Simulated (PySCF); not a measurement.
## Working with the constants of IBr⁺

UHF-CCSD(T) constants of IBr⁺, ²Π (doublet), unpaired electrons π ↑ (I cc-pVDZ-PP with ECP28, Br cc-pVDZ-PP with ECP10; scalar-relativistic core potentials (PySCF 2.14); masses 126.9045 and 78.9183 u):

| Item | Value |
| --- | --- |
| ωe | 284.7 cm⁻¹ |
| ωexe | 0.854 cm⁻¹ |
| Be | 0.058021 cm⁻¹ |
| αe | 0.000205 cm⁻¹ |
| D (centrifugal) | 9.64e-09 cm⁻¹ |
| De to I⁺ + Br | 1.92 eV |

(1) Give the vibrational terms G(v) and spacings up to v = 6.

(2) How well does the Morse estimate ωe²/(4ωexe) reproduce De, and what is D0?

Correlated steps freeze 8 core orbitals. Correlated levels converge slowly with the basis: in double zeta they bind strong bonds too weakly, by up to about 1 eV, and carry superposition errors of some tenths. These are scalar-relativistic numbers at best; spin–orbit coupling would shift them, the dissociation energy most. For an ion De counts to the pair picked by the measured ionisation energies or electron affinities, which need not be the lowest pair at this level. The state is the lowest determinant that a PBE0 search found; another state may lie lower at other levels.

Results:

(1) G(v) = ωe(v+½) − ωexe(v+½)².

```
v  G(v) (cm⁻¹)  G(v) − G(v−1)  Bv (cm⁻¹)
0        142.1                   0.05792
1        425.1          283.0    0.05771
2        706.4          281.3    0.05751
3        986.0          279.6    0.05730
4       1263.9          277.9    0.05710
5       1540.0          276.2    0.05689
6       1814.5          274.5    0.05669
```

(2) It gives 2.94 eV, 153 % of the computed De. D0 = De − G(0) = 1.92 − 0.02 = 1.90 eV.
